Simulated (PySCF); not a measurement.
## Stretching CsF

Set-up: basis Cs x2c-TZVPall, F x2c-TZVPall; spin-free X2C with a Gaussian nucleus; PySCF 2.14. Energies in eV from Cs + F in their ground configurations at the same level. State: ¹Σ⁺ (singlet), closed shell.

All columns are PBE0. A positive dipole means Cs(−)F(+).

```json
{"R (Å)": "2.003", "E (eV)": "-4.453", "μ (D)": "-4.80", "Mulliken charge on Cs (basis-dependent)": "0.53", "HOMO (eV)": "-6.83", "LUMO (eV)": "-0.51", "Mayer bond order": "0.64", "⟨S²⟩": "0.00"}
{"R (Å)": "2.096", "E (eV)": "-4.814", "μ (D)": "-5.60", "Mulliken charge on Cs (basis-dependent)": "0.59", "HOMO (eV)": "-6.84", "LUMO (eV)": "-0.58", "Mayer bond order": "0.59", "⟨S²⟩": "0.00"}
{"R (Å)": "2.189", "E (eV)": "-5.014", "μ (D)": "-6.36", "Mulliken charge on Cs (basis-dependent)": "0.64", "HOMO (eV)": "-6.78", "LUMO (eV)": "-0.66", "Mayer bond order": "0.55", "⟨S²⟩": "0.00"}
{"R (Å)": "2.259", "E (eV)": "-5.086", "μ (D)": "-6.90", "Mulliken charge on Cs (basis-dependent)": "0.67", "HOMO (eV)": "-6.69", "LUMO (eV)": "-0.72", "Mayer bond order": "0.53", "⟨S²⟩": "0.00"}
{"R (Å)": "2.329", "E (eV)": "-5.107", "μ (D)": "-7.42", "Mulliken charge on Cs (basis-dependent)": "0.69", "HOMO (eV)": "-6.58", "LUMO (eV)": "-0.78", "Mayer bond order": "0.50", "⟨S²⟩": "0.00"}
{"R (Å)": "2.399", "E (eV)": "-5.088", "μ (D)": "-7.91", "Mulliken charge on Cs (basis-dependent)": "0.71", "HOMO (eV)": "-6.45", "LUMO (eV)": "-0.84", "Mayer bond order": "0.49", "⟨S²⟩": "0.00"}
{"R (Å)": "2.492", "E (eV)": "-5.018", "μ (D)": "-8.54", "Mulliken charge on Cs (basis-dependent)": "0.73", "HOMO (eV)": "-6.27", "LUMO (eV)": "-0.92", "Mayer bond order": "0.47", "⟨S²⟩": "0.00"}
{"R (Å)": "2.608", "E (eV)": "-4.882", "μ (D)": "-9.29", "Mulliken charge on Cs (basis-dependent)": "0.75", "HOMO (eV)": "-5.99", "LUMO (eV)": "-1.01", "Mayer bond order": "0.45", "⟨S²⟩": "0.00"}
{"R (Å)": "2.748", "E (eV)": "-4.677", "μ (D)": "-10.14", "Mulliken charge on Cs (basis-dependent)": "0.77", "HOMO (eV)": "-5.64", "LUMO (eV)": "-1.11", "Mayer bond order": "0.43", "⟨S²⟩": "0.00"}
{"R (Å)": "2.934", "E (eV)": "-4.376", "μ (D)": "-11.22", "Mulliken charge on Cs (basis-dependent)": "0.78", "HOMO (eV)": "-5.24", "LUMO (eV)": "-1.25", "Mayer bond order": "0.42", "⟨S²⟩": "0.00"}
```

A fit through these points gives, at Re = 2.328 Å, μ = -7.41 D and dμ/dR = -7.22 D/Å; the reduced mass is 16.62 u.

Task: How strong is the fundamental in the double-harmonic approximation, I = 42.26·(dμ/dR)²/μred km/mol?

Result: I = 42.26·(-7.22)²/16.62 = 133 km/mol at PBE0.

Spin–orbit coupling is left out, which matters for elements this heavy, above all for dissociation energies.
